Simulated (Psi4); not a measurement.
**SnHSCl3 (SMILES [SH][Sn]([Cl])([Cl])[Cl]): name the method**

The species is SnHSCl3 (6 atoms), meant as a singlet with charge 0. As SMILES, `[SH][Sn]([Cl])([Cl])[Cl]`. Geometry: optimised at PBE0/def2-TZVP.

| atom | x (Å) | y (Å) | z (Å) |
| --- | --- | --- | --- |
| S | -0.5748 | 0.5965 | 1.7864 |
| Sn | 0.3732 | -0.1577 | -0.2440 |
| Cl | 2.5753 | -0.6742 | 0.1429 |
| Cl | -0.7024 | -2.0164 | -1.0685 |
| Cl | 0.2757 | 1.4191 | -1.9161 |
| H | -1.7868 | 0.7357 | 1.2181 |

Orbital energies are those of the mean-field step.

A calculation with Psi4 1.11 gave:

| Quantity | Value |
| --- | --- |
| total energy | -1994.0650 Eh |
| dipole moment | 1.75 D |
| HOMO energy | -8.21 eV |
| LUMO energy | -3.13 eV |
| HOMO–LUMO gap | 5.08 eV |

Task: Which of these levels gave the numbers?
A. B3LYP-D4/def2-TZVPP (density fitting, core potential)
B. MP2/def2-QZVPP (density fitting, core potential, density fitting for correlation)
C. PBE0-D4/def2-TZVP (density fitting, core potential)
D. PBE-D4/def2-TZVPP (density fitting, core potential)

Result: A. The others give -1991.5851 Eh (MP2/def2-QZVPP (density fitting, core potential, density fitting for correlation)), -1993.1932 Eh (PBE-D4/def2-TZVPP (density fitting, core potential)), -1993.3435 Eh (PBE0-D4/def2-TZVP (density fitting, core potential)).
